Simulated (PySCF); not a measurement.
Pt⁷⁵⁺: ionisation energy

Pt⁷⁵⁺ [He] 2s1 [2s1/2^1, M_J = 1/2] → Pt⁷⁶⁺ 1s2, as a difference of total energies. All numbers are calculated (PySCF 2.14, the two-component X2C-1e Hamiltonian, in an even-tempered Gaussian basis (16 s from 65 bohr⁻², ratio 2.4; 13 p from 85 bohr⁻², ratio 2.4; 5 d from 260 bohr⁻², ratio 2.6; 4 f from 390 bohr⁻², ratio 2.6)). Correlated levels: nothing frozen; the 28 highest virtual spinors dropped. "Screened" scales the spin-orbit matrix elements by Boettger's factors to mimic the two-electron term; Breit and QED terms are absent.

```json
{"method": "GHF (screened spin-orbit)", "ionisation energy (eV)": "22237.4", "difference from reference (eV)": "+31.7"}
{"method": "GMP2 (screened spin-orbit)", "ionisation energy (eV)": "22237.7", "difference from reference (eV)": "+32.0"}
```

Reference: 22205.7 ± 0.3 eV (theoretical estimate listed by NIST; NIST Atomic Spectra Database, ionization energies).

For this ion Breit and QED terms and the two-electron picture change, all absent here, outweigh the correlation shift from GHF to GMP2.
